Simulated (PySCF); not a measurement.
C4H3O (SMILES [c]1ccco1), doublet, geometry from GFN2-xTB; PBE0/STO-3G (PySCF).

PySCF was given this input:
```python
from pyscf import gto, scf, dft

mol = gto.M(
    atom='''
O    -0.00407297    0.07202035    1.17779240
C     0.01523432    1.11149462    0.36439717
C    -0.01720427   -1.02440881    0.38574577
C     0.01590251    0.77672463   -0.94435828
C    -0.00581900   -0.65162965   -0.92354072
H    -0.03380726   -1.98146239    0.86699691
H     0.02937772    1.41963845   -1.79726451
H    -0.01166803   -1.28742368   -1.78553519
''',
    basis='sto-3g',
    spin=1,
    verbose=4,
)

mf = dft.UKS(mol)
mf.xc = 'pbe0'
mf.diis = False
mf.max_cycle = 100
mf.kernel()
```

Output, abridged:

```
PySCF version 2.14.0

[INPUT] verbose = 4
[INPUT] num. atoms = 8
[INPUT] num. electrons = 35
[INPUT] charge = 0
[INPUT] spin (= nelec alpha-beta = 2S) = 1
[INPUT] symmetry False subgroup None
[INPUT] Mole.unit = angstrom
[INPUT] Symbol           X                Y                Z      unit          X                Y                Z       unit  Magmom
[...]
nuclear repulsion = 153.527382219586
number of shells = 18
number of NR pGTOs = 84
number of NR cGTOs = 28
basis = sto-3g
ecp = {}

******** <class 'pyscf.dft.uks.UKS'> ********
method = UKS
initial guess = minao
damping factor = 0
level_shift factor = 0
DIIS disabled
SCF conv_tol = 1e-09
SCF conv_tol_grad = None
SCF max_cycles = 100
direct_scf = True
direct_scf_tol = 1e-13
number electrons alpha = 18  beta = 17
XC library pyscf.dft.libxc version 7.1.2
    S. Lehtola, C. Steigemann, M. J. T. Oliveira, and M. A. L. Marques,  SoftwareX 7, 1–5 (2018)
XC functionals = pbe0
    C. Adamo and V. Barone,  J. Chem. Phys. 110, 6158 (1999)
    M. Ernzerhof and G. E. Scuseria,  J. Chem. Phys. 110, 5029 (1999)
radial grids:
    Treutler-Ahlrichs [JCP 102, 346 (1995); DOI:10.1063/1.469408] (M4) radial grids

becke partition: Becke, JCP 88, 2547 (1988); DOI:10.1063/1.454033
pruning grids: <function nwchem_prune>
grids dens level: 3
symmetrized grids: False
atomic radii adjust function: <function treutler_atomic_radii_adjust>
small_rho_cutoff = 0
Set gradient conv threshold to 3.16228e-05
tot grids = 99984
init E= -227.361281714572

cycle= 1 E= -226.129036802065  delta_E= 1.23  |g|= 0.213  |ddm|= 3.01
cycle= 2 E= -226.129455424788  delta_E= -0.000419  |g|= 0.247  |ddm|= 0.57
cycle= 3 E= -226.118266927895  delta_E= 0.0112  |g|= 0.28  |ddm|= 0.591
cycle= 4 E= -226.087939055982  delta_E= 0.0303  |g|= 0.372  |ddm|= 0.721
cycle= 5 E= -226.067155078684  delta_E= 0.0208  |g|= 0.403  |ddm|= 0.869
cycle= 6 E= -225.96974246626  delta_E= 0.0974  |g|= 0.603  |ddm|= 1.09
cycle= 7 E= -225.939253494649  delta_E= 0.0305  |g|= 0.594  |ddm|= 1.33
cycle= 8 E= -225.214282275073  delta_E= 0.725  |g|= 1.33  |ddm|= 1.95
cycle= 9 E= -224.930476359343  delta_E= 0.284  |g|= 1.24  |ddm|= 2.88
cycle= 10 E= -220.734826006283  delta_E=  4.2  |g|= 2.69  |ddm|= 4.27
cycle= 11 E= -213.787026517896  delta_E= 6.95  |g|= 2.46  |ddm|= 7.88
cycle= 12 E= -193.206945111103  delta_E= 20.6  |g|=  3.3  |ddm|= 12.7
cycle= 13 E= -203.774877777093  delta_E= -10.6  |g|= 1.57  |ddm|=   14
cycle= 14 E= -191.86646569927  delta_E= 11.9  |g|=  2.9  |ddm|= 14.1
cycle= 15 E= -203.769507135254  delta_E= -11.9  |g|= 1.54  |ddm|= 14.1
cycle= 16 E= -191.82012157314  delta_E= 11.9  |g|=  2.9  |ddm|= 14.2
cycle= 17 E= -203.781303238692  delta_E=  -12  |g|= 1.53  |ddm|= 14.1
cycle= 18 E= -191.810090161881  delta_E=   12  |g|=  2.9  |ddm|= 14.2
cycle= 19 E= -203.784805156625  delta_E=  -12  |g|= 1.53  |ddm|= 14.1
cycle= 20 E= -191.807295751981  delta_E=   12  |g|= 2.89  |ddm|= 14.2
cycle= 21 E= -203.785819585306  delta_E=  -12  |g|= 1.53  |ddm|= 14.1
cycle= 22 E= -191.806492458149  delta_E=   12  |g|= 2.89  |ddm|= 14.2
cycle= 23 E= -203.786114489073  delta_E=  -12  |g|= 1.53  |ddm|= 14.1
cycle= 24 E= -191.806259564173  delta_E=   12  |g|= 2.89  |ddm|= 14.1
cycle= 25 E= -203.786200360506  delta_E=  -12  |g|= 1.53  |ddm|= 14.1
cycle= 26 E= -191.806191830823  delta_E=   12  |g|= 2.89  |ddm|= 14.1
cycle= 27 E= -203.786225377617  delta_E=  -12  |g|= 1.53  |ddm|= 14.1
cycle= 28 E= -191.806172108073  delta_E=   12  |g|= 2.89  |ddm|= 14.1
cycle= 29 E= -203.786232666969  delta_E=  -12  |g|= 1.53  |ddm|= 14.1
cycle= 30 E= -191.806166362559  delta_E=   12  |g|= 2.89  |ddm|= 14.1
cycle= 31 E= -203.786234790988  delta_E=  -12  |g|= 1.53  |ddm|= 14.1
cycle= 32 E= -191.806164688528  delta_E=   12  |g|= 2.89  |ddm|= 14.1
cycle= 33 E= -203.786235409905  delta_E=  -12  |g|= 1.53  |ddm|= 14.1
cycle= 34 E= -191.806164200748  delta_E=   12  |g|= 2.89  |ddm|= 14.1
cycle= 35 E= -203.786235590252  delta_E=  -12  |g|= 1.53  |ddm|= 14.1
[...]
cycle= 46 E= -191.806164000291  delta_E=   12  |g|= 2.89  |ddm|= 14.1
cycle= 47 E= -203.786235664368  delta_E=  -12  |g|= 1.53  |ddm|= 14.1
cycle= 48 E= -191.806164000204  delta_E=   12  |g|= 2.89  |ddm|= 14.1
cycle= 49 E= -203.7862356644  delta_E=  -12  |g|= 1.53  |ddm|= 14.1
cycle= 50 E= -191.806164000178  delta_E=   12  |g|= 2.89  |ddm|= 14.1
cycle= 51 E= -203.78623566441  delta_E=  -12  |g|= 1.53  |ddm|= 14.1
cycle= 52 E= -191.806164000172  delta_E=   12  |g|= 2.89  |ddm|= 14.1
cycle= 53 E= -203.786235664412  delta_E=  -12  |g|= 1.53  |ddm|= 14.1
cycle= 54 E= -191.806164000169  delta_E=   12  |g|= 2.89  |ddm|= 14.1
cycle= 55 E= -203.786235664413  delta_E=  -12  |g|= 1.53  |ddm|= 14.1
cycle= 56 E= -191.806164000169  delta_E=   12  |g|= 2.89  |ddm|= 14.1
cycle= 57 E= -203.786235664414  delta_E=  -12  |g|= 1.53  |ddm|= 14.1
cycle= 58 E= -191.806164000168  delta_E=   12  |g|= 2.89  |ddm|= 14.1
cycle= 59 E= -203.786235664413  delta_E=  -12  |g|= 1.53  |ddm|= 14.1
cycle= 60 E= -191.806164000168  delta_E=   12  |g|= 2.89  |ddm|= 14.1
cycle= 61 E= -203.786235664413  delta_E=  -12  |g|= 1.53  |ddm|= 14.1
cycle= 62 E= -191.806164000169  delta_E=   12  |g|= 2.89  |ddm|= 14.1
cycle= 63 E= -203.786235664414  delta_E=  -12  |g|= 1.53  |ddm|= 14.1
cycle= 64 E= -191.806164000168  delta_E=   12  |g|= 2.89  |ddm|= 14.1
cycle= 65 E= -203.786235664413  delta_E=  -12  |g|= 1.53  |ddm|= 14.1
cycle= 66 E= -191.806164000168  delta_E=   12  |g|= 2.89  |ddm|= 14.1
cycle= 67 E= -203.786235664414  delta_E=  -12  |g|= 1.53  |ddm|= 14.1
cycle= 68 E= -191.806164000168  delta_E=   12  |g|= 2.89  |ddm|= 14.1
cycle= 69 E= -203.786235664413  delta_E=  -12  |g|= 1.53  |ddm|= 14.1
cycle= 70 E= -191.806164000168  delta_E=   12  |g|= 2.89  |ddm|= 14.1
cycle= 71 E= -203.786235664414  delta_E=  -12  |g|= 1.53  |ddm|= 14.1
cycle= 72 E= -191.806164000168  delta_E=   12  |g|= 2.89  |ddm|= 14.1
cycle= 73 E= -203.786235664414  delta_E=  -12  |g|= 1.53  |ddm|= 14.1
cycle= 74 E= -191.806164000168  delta_E=   12  |g|= 2.89  |ddm|= 14.1
cycle= 75 E= -203.786235664413  delta_E=  -12  |g|= 1.53  |ddm|= 14.1
cycle= 76 E= -191.806164000169  delta_E=   12  |g|= 2.89  |ddm|= 14.1
cycle= 77 E= -203.786235664414  delta_E=  -12  |g|= 1.53  |ddm|= 14.1
cycle= 78 E= -191.806164000169  delta_E=   12  |g|= 2.89  |ddm|= 14.1
cycle= 79 E= -203.786235664413  delta_E=  -12  |g|= 1.53  |ddm|= 14.1
cycle= 80 E= -191.806164000169  delta_E=   12  |g|= 2.89  |ddm|= 14.1
cycle= 81 E= -203.786235664413  delta_E=  -12  |g|= 1.53  |ddm|= 14.1
cycle= 82 E= -191.806164000168  delta_E=   12  |g|= 2.89  |ddm|= 14.1
cycle= 83 E= -203.786235664413  delta_E=  -12  |g|= 1.53  |ddm|= 14.1
cycle= 84 E= -191.806164000168  delta_E=   12  |g|= 2.89  |ddm|= 14.1
cycle= 85 E= -203.786235664413  delta_E=  -12  |g|= 1.53  |ddm|= 14.1
cycle= 86 E= -191.806164000168  delta_E=   12  |g|= 2.89  |ddm|= 14.1
cycle= 87 E= -203.786235664414  delta_E=  -12  |g|= 1.53  |ddm|= 14.1
cycle= 88 E= -191.806164000168  delta_E=   12  |g|= 2.89  |ddm|= 14.1
cycle= 89 E= -203.786235664413  delta_E=  -12  |g|= 1.53  |ddm|= 14.1
cycle= 90 E= -191.806164000169  delta_E=   12  |g|= 2.89  |ddm|= 14.1
cycle= 91 E= -203.786235664413  delta_E=  -12  |g|= 1.53  |ddm|= 14.1
cycle= 92 E= -191.806164000168  delta_E=   12  |g|= 2.89  |ddm|= 14.1
cycle= 93 E= -203.786235664414  delta_E=  -12  |g|= 1.53  |ddm|= 14.1
cycle= 94 E= -191.806164000168  delta_E=   12  |g|= 2.89  |ddm|= 14.1
cycle= 95 E= -203.786235664414  delta_E=  -12  |g|= 1.53  |ddm|= 14.1
cycle= 96 E= -191.806164000168  delta_E=   12  |g|= 2.89  |ddm|= 14.1
cycle= 97 E= -203.786235664414  delta_E=  -12  |g|= 1.53  |ddm|= 14.1
cycle= 98 E= -191.806164000168  delta_E=   12  |g|= 2.89  |ddm|= 14.1
cycle= 99 E= -203.786235664414  delta_E=  -12  |g|= 1.53  |ddm|= 14.1
cycle= 100 E= -191.806164000168  delta_E=   12  |g|= 2.89  |ddm|= 14.1
SCF not converged.
SCF energy = -191.806164000168 after 100 cycles  <S^2> = 0.75047602  2S+1 = 2.000476
```

Convergence was not reached.
